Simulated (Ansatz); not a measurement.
`C[Si](F)(F)CO` + H₂O → `C[Si](O)(F)F` + CH₃OH at 700 K and 1 bar (formal hydrolysis of the Si–C bond).

Calculated with Ansatz (gas phase, PBE0-D4/def2-TZVP geometries, no zero-point term in ΔE). CBS: MP2 limit from def2 TZ/QZ plus the TZ coupled-cluster correction, frozen cores. This one scheme is used for every species. Each species was taken in one conformer, which may not be the lowest.

```csv
species,CCSD(T)/CBS energy (Eh),H − E (kJ/mol),S (J/(mol·K))
`C[Si](F)(F)CO`,-643.70737,314.5,506.8
H₂O,-76.37941,80.5,218.4
`C[Si](O)(F)F`,-604.51944,223.5,443.0
CH₃OH,-115.61712,170.8,288.5
```

H − E and S are ideal-gas, rigid-rotor, harmonic terms from PBE0-D4/def2-TZVP, for one conformer and one mirror image of each species. 1 Eh = 2625.50 kJ/mol, R = 8.31446 J/(mol·K).

Task: By hand: ΔE, ΔH, ΔS and ΔG.

Result: ΔE = (-604.51944) + (-115.61712) − (-643.70737) − (-76.37941) = -0.04978 Eh = -130.7 kJ/mol. Δ(H − E) = 223.5 + 170.8 − 314.5 − 80.5 = -0.7, so ΔH = -131.4 kJ/mol. ΔS = 443.0 + 288.5 − 506.8 − 218.4 = 6.3 J/(mol·K). ΔG = -131.4 − 700 × (6.3)/1000 = -135.8 kJ/mol.

Task: By hand: the equilibrium constant, and the temperature at which ΔG would vanish if ΔH and ΔS stayed fixed.

Result: log₁₀ K = −ΔG/(RT ln 10) = 10.1. ΔH and −TΔS have one sign here, so there is no such temperature.

The number of gas molecules stays the same, so ΔS is small and ΔH decides. A doubt of 5 kJ/mol in ΔE shifts log₁₀ K by 0.4 here. Other conformers and mirror images would add mixing entropy, several J/(mol·K) or more a flexible species. These are equilibria of isolated gas molecules and say nothing of rates. Largest T1 diagnostic: 0.011 (customary marks: 0.02 for closed shells, 0.045 for open ones).

ΔS is within the doubt of such terms, so its sign, and with it that verdict, could turn.
